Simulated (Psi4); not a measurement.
Input for Psi4: SAPT0/jun-cc-pV(D+d)Z on C3H11N (a complex), monomers drawn apart or pushed together.

```
memory 1800 MB

molecule dimer {
0 1
N     0.29598717    0.12897206    0.48378762
H     0.13375224    0.82385738    1.20355977
H     0.96485550    0.52019505   -0.16961120
H    -0.57747096    0.00290596   -0.01482641
--
0 1
C     1.10488125   -0.07508782    5.96375579
C    -0.37795529    0.28694341    5.99524433
C    -1.27805634   -0.89370711    5.63953927
H     1.73360468    0.78303962    6.21062260
H     1.32589786   -0.86682364    6.68400099
H     1.39372497   -0.43744255    4.97497293
H    -0.56809004    1.11336596    5.30146461
H    -0.64326545    0.66678069    6.98654553
H    -2.33356102   -0.61386359    5.65569833
H    -1.03990074   -1.27470465    4.64429641
H    -1.14090811   -1.71347971    6.34919772
units angstrom
symmetry c1
no_reorient
no_com
}

set {
  basis jun-cc-pV(D+d)Z
  scf_type df
  freeze_core true
}

energy('sapt0')
```

It printed:

```
[...]
==> Input File <==

--------------------------------------------------------------------------
memory 1800 MB

molecule dimer {
0 1
N     0.29598717    0.12897206    0.48378762
H     0.13375224    0.82385738    1.20355977
H     0.96485550    0.52019505   -0.16961120
H    -0.57747096    0.00290596   -0.01482641
--
0 1
C     1.10488125   -0.07508782    5.96375579
C    -0.37795529    0.28694341    5.99524433
C    -1.27805634   -0.89370711    5.63953927
H     1.73360468    0.78303962    6.21062260
H     1.32589786   -0.86682364    6.68400099
H     1.39372497   -0.43744255    4.97497293
H    -0.56809004    1.11336596    5.30146461
H    -0.64326545    0.66678069    6.98654553
H    -2.33356102   -0.61386359    5.65569833
H    -1.03990074   -1.27470465    4.64429641
H    -1.14090811   -1.71347971    6.34919772
units angstrom
symmetry c1
no_reorient
no_com
}

set {
  basis jun-cc-pV(D+d)Z
  scf_type df
  freeze_core true
}

energy('sapt0')
--------------------------------------------------------------------------


   => Loading Basis Set <=

    Name: JUN-CC-PV(D+D)Z
    Role: ORBITAL
    Keyword: BASIS
    atoms 1         entry N          line   222 file jun-cc-pv_dpd_z.gbs
    atoms 2-4, 8-15 entry H          line    60 file jun-cc-pv_dpd_z.gbs
    atoms 5-7       entry C          line   188 file jun-cc-pv_dpd_z.gbs

   => Loading Basis Set <=

    Name: JUN-CC-PV(D+D)Z
    Role: ORBITAL
    Keyword: BASIS
    atoms 1         entry N          line   222 file jun-cc-pv_dpd_z.gbs
    atoms 2-4, 8-15 entry H          line    60 file jun-cc-pv_dpd_z.gbs
    atoms 5-7       entry C          line   188 file jun-cc-pv_dpd_z.gbs


  //>>>>>>>>>>>>>>>>>>>>>>>>>>>>>>>>>>>//
  //              Dimer HF             //
  //<<<<<<<<<<<<<<<<<<<<<<<<<<<<<<<<<<<//

   => Libint2 <=

    Primary   basis highest AM E, G, H:  7, 6, 3
    Auxiliary basis highest AM E, G, H:  7, 7, 4
    Onebody   basis highest AM E, G, H:  -, -, -
    Solid Harmonics ordering:            Gaussian


   => Loading Basis Set <=

    Name: JUN-CC-PV(D+D)Z
    Role: ORBITAL
    Keyword: BASIS
    atoms 1         entry N          line   222 file jun-cc-pv_dpd_z.gbs
    atoms 2-4, 8-15 entry H          line    60 file jun-cc-pv_dpd_z.gbs
    atoms 5-7       entry C          line   188 file jun-cc-pv_dpd_z.gbs


         ---------------------------------------------------------
                                   SCF
               by Justin Turney, Rob Parrish, Andy Simmonett
                          and Daniel G. A. Smith
                              RHF Reference
                        1 Threads,   1716 MiB Core
         ---------------------------------------------------------

  ==> Geometry <==

    Molecular point group: c1
    Full point group: C1

    Geometry (in Angstrom), charge = 0, multiplicity = 1:

       Center              X                  Y                   Z               Mass
    ------------   -----------------  -----------------  -----------------  -----------------
         N            0.295987170000     0.128972060000     0.483787620000    14.003074004430
         H            0.133752240000     0.823857380000     1.203559770000     1.007825032230
         H            0.964855500000     0.520195050000    -0.169611200000     1.007825032230
         H           -0.577470960000     0.002905960000    -0.014826410000     1.007825032230
         C            1.104881250000    -0.075087820000     5.963755790000    12.000000000000
         C           -0.377955290000     0.286943410000     5.995244330000    12.000000000000
         C           -1.278056340000    -0.893707110000     5.639539270000    12.000000000000
         H            1.733604680000     0.783039620000     6.210622600000     1.007825032230
         H            1.325897860000    -0.866823640000     6.684000990000     1.007825032230
         H            1.393724970000    -0.437442550000     4.974972930000     1.007825032230
         H           -0.568090040000     1.113365960000     5.301464610000     1.007825032230
         H           -0.643265450000     0.666780690000     6.986545530000     1.007825032230
         H           -2.333561020000    -0.613863590000     5.655698330000     1.007825032230
         H           -1.039900740000    -1.274704650000     4.644296410000     1.007825032230
         H           -1.140908110000    -1.713479710000     6.349197720000     1.007825032230

  Running in c1 symmetry.

  Rotational constants: A =      0.23815  B =      0.01094  C =      0.01062 [cm^-1]
  Rotational constants: A =   7139.56707  B =    327.85646  C =    318.52239 [MHz]
  Nuclear repulsion =  119.203578191551017

  Charge       = 0
  Multiplicity = 1
  Electrons    = 36
  Nalpha       = 18
  Nbeta        = 18

  ==> Algorithm <==

  SCF Algorithm Type is DF.
  DIIS enabled.
  MOM disabled.
  Fractional occupation disabled.
  Guess Type is SAD.
  Energy threshold   = 1.00e-08
  Density threshold  = 1.00e-08
  Integral threshold = 1.00e-12

  ==> Primary Ba
[...]
    2.851934   114A      2.945945   115A      2.986862
     116A      2.990901   117A      3.054556   118A      3.065639
     119A      3.517696   120A      3.569292   121A      3.571589
     122A      3.649732   123A      3.656110   124A      4.987048
     125A      6.014675   126A      6.015459   127A     25.413444

    Final Occupation by Irrep:
              A
    DOCC [    13 ]
    NA   [    13 ]
    NB   [    13 ]

  @DF-RHF Final Energy:  -118.27314245060553

   => Energetics <=

    Nuclear Repulsion Energy =             82.6073631514474442
    One-Electron Energy =                -321.4605127769241903
    Two-Electron Energy =                 120.5800071748712270
    Total Energy =                       -118.2731424506055333

Computation Completed


Properties will be evaluated at   0.000000,   0.000000,   0.000000 [a0]

Properties computed using the SCF density matrix


 Multipole Moments:

 ------------------------------------------------------------------------------------
     Multipole            Electronic (a.u.)      Nuclear  (a.u.)        Total (a.u.)
 ------------------------------------------------------------------------------------

 L = 1.  Multiply by 2.5417464519 to convert [e a0] to [Debye]
 Dipole X            :          8.6432272           -8.6535853           -0.0103581
 Dipole Y            :         12.1860483          -12.1589457            0.0271026
 Dipole Z            :       -287.9822386          287.9905491            0.0083105
 Magnitude           :                                                    0.0301812

 ------------------------------------------------------------------------------------

  Constructing Basis Sets for SAPT...

   => Loading Basis Set <=

    Name: (JUN-CC-PV(D+D)Z AUX)
    Role: RIFIT
    Keyword: DF_BASIS_SAPT
    atoms 1         entry N          line   144 file jun-cc-pvdz-ri.gbs
    atoms 2-4, 8-15 entry H          line    30 file jun-cc-pvdz-ri.gbs
    atoms 5-7       entry C          line   100 file jun-cc-pvdz-ri.gbs

   => Loading Basis Set <=

    Name: (JUN-CC-PV(D+D)Z AUX)
    Role: JKFIT
    Keyword: DF_BASIS_ELST
    atoms 1         entry N          line   202 file jun-cc-pvdz-jkfit.gbs
    atoms 2-4, 8-15 entry H          line    70 file jun-cc-pvdz-jkfit.gbs
    atoms 5-7       entry C          line   146 file jun-cc-pvdz-jkfit.gbs


  //>>>>>>>>>>>>>>>>>>>>>>>>>>>>>>>>>>>//
  //               SAPT0               //
  //<<<<<<<<<<<<<<<<<<<<<<<<<<<<<<<<<<<//



        SAPT0
    Ed Hohenstein
     6 June 2009

      Orbital Information
  --------------------------
    NSO        =       127
    NMO        =       127
    NRI        =       414
    NRI (Elst) =       569
    NOCC A     =         5
    NOCC B     =        13
    FOCC A     =         1
    FOCC B     =         3
    NVIR A     =       122
    NVIR B     =       114

    Elst10,r            =    -0.000072387345 [Eh]
    Exch10              =     0.000007247311 [Eh]
    Exch10 (S^2)        =     0.000007247239 [Eh]

    Maxiter = 50
    CPHF R converge = 1.000000E-08

    Iter     Energy [mEh]          dE [mEh]         Residual      Time [s]
       1      -0.00055459       0.000554586     7.809035e-05             0
       2      -0.00065018       0.000095592     2.355397e-05             0
       3      -0.00065173       0.000001557     8.677646e-06             0
       4      -0.00064917      -0.000002560     2.019418e-06             0
       5      -0.00064907      -0.000000109     4.918322e-07             0
       6      -0.00064921       0.000000145     9.133543e-08             1
       7      -0.00064918      -0.000000030     1.731448e-08             1
       8      -0.00064918       0.000000003     3.416929e-09             1

    CHF Iterations converged

    Maxiter = 50
    CPHF R converge = 1.000000E-08

    Iter     Energy [mEh]          dE [mEh]         Residual      Time [s]
       1      -0.01656774       0.016567745     7.968564e-04             0
       2      -0.01952600       0.002958250     3.007802e-04             0
       3      -0.02052537       0.000999378     5.211939e-05             0
       4      -0.02049404      -0.000031334     1.510846e-05             0
       5      -0.02046253      -0.000031507     2.222076e-06             0
       6      -0.02046505       0.000002517     5.705048e-07             0
       7      -0.02046528       0.000000236     1.645738e-07             0
       8      -0.02046520      -0.000000088     3.303323e-08             0
       9      -0.02046518      -0.000000016     7.164005e-09             0

    CHF Iterations converged

    Ind20,r (A<-B)      =    -0.000000649184 [Eh]
    Ind20,r (B<-A)      =    -0.000020465181 [Eh]
    Ind20,r             =    -0.000021114365 [Eh]
    Exch-Ind20,r (A<-B) =     0.000000489069 [Eh]
    Exch-Ind20,r (B<-A) =     0.000000227880 [Eh]
    Exch-Ind20,r        =     0.000000716949 [Eh]
    Disp20              =    -0.000168345997 [Eh]
    Disp20 (SS)         =    -0.000084172999 [Eh]
    Disp20 (OS)         =    -0.000084172999 [Eh]
    Exch-Disp20         =     0.000000804919 [Eh]
    Exch-Disp20 (SS)    =     0.000000519891 [Eh]
    Exch-Disp20 (OS)    =     0.000000285028 [Eh]

    SAPT Results
  --------------------------------------------------------------------------------------------------------
    Electrostatics                 -0.07238735 [mEh]      -0.04542374 [kcal/mol]      -0.19005295 [kJ/mol]
      Elst10,r                     -0.07238735 [mEh]      -0.04542374 [kcal/mol]      -0.19005295 [kJ/mol]

    Exchange                        0.00724731 [mEh]       0.00454776 [kcal/mol]       0.01902781 [kJ/mol]
      Exch10                        0.00724731 [mEh]       0.00454776 [kcal/mol]       0.01902781 [kJ/mol]
      Exch10(S^2)                   0.00724724 [mEh]       0.00454771 [kcal/mol]       0.01902762 [kJ/mol]

    Induction                      -0.02086031 [mEh]      -0.01309004 [kcal/mol]      -0.05476873 [kJ/mol]
      Ind20,r                      -0.02111437 [mEh]      -0.01324946 [kcal/mol]      -0.05543576 [kJ/mol]
      Exch-Ind20,r                  0.00071695 [mEh]       0.00044989 [kcal/mol]       0.00188235 [kJ/mol]
      delta HF,r (2)               -0.00046289 [mEh]      -0.00029047 [kcal/mol]      -0.00121532 [kJ/mol]

    Dispersion                     -0.16754108 [mEh]      -0.10513361 [kcal/mol]      -0.43987904 [kJ/mol]
      Disp20                       -0.16834600 [mEh]      -0.10563871 [kcal/mol]      -0.44199236 [kJ/mol]
      Exch-Disp20                   0.00080492 [mEh]       0.00050509 [kcal/mol]       0.00211331 [kJ/mol]
      Disp20 (SS)                  -0.08417300 [mEh]      -0.05281935 [kcal/mol]      -0.22099618 [kJ/mol]
      Disp20 (OS)                  -0.08417300 [mEh]      -0.05281935 [kcal/mol]      -0.22099618 [kJ/mol]
      Exch-Disp20 (SS)              0.00051989 [mEh]       0.00032624 [kcal/mol]       0.00136497 [kJ/mol]
      Exch-Disp20 (OS)              0.00028503 [mEh]       0.00017886 [kcal/mol]       0.00074834 [kJ/mol]

  Total HF                         -0.08600034 [mEh]      -0.05396603 [kcal/mol]      -0.22579387 [kJ/mol]
  Total SAPT0                      -0.25354142 [mEh]      -0.15909964 [kcal/mol]      -0.66567291 [kJ/mol]

  Special recipe for scaled SAPT0 (see Manual):
    Electrostatics sSAPT0          -0.07238735 [mEh]      -0.04542374 [kcal/mol]      -0.19005295 [kJ/mol]
    Exchange sSAPT0                 0.00724731 [mEh]       0.00454776 [kcal/mol]       0.01902781 [kJ/mol]
    Induction sSAPT0               -0.02086031 [mEh]      -0.01309004 [kcal/mol]      -0.05476873 [kJ/mol]
    Dispersion sSAPT0              -0.16754108 [mEh]      -0.10513361 [kcal/mol]      -0.43987904 [kJ/mol]
  Total sSAPT0                     -0.25354142 [mEh]      -0.15909964 [kcal/mol]      -0.66567291 [kJ/mol]
  --------------------------------------------------------------------------------------------------------



*** Psi4 exiting successfully. Buy a developer a beer!
```

The run finished.

Cost: very roughly 14 core-seconds.
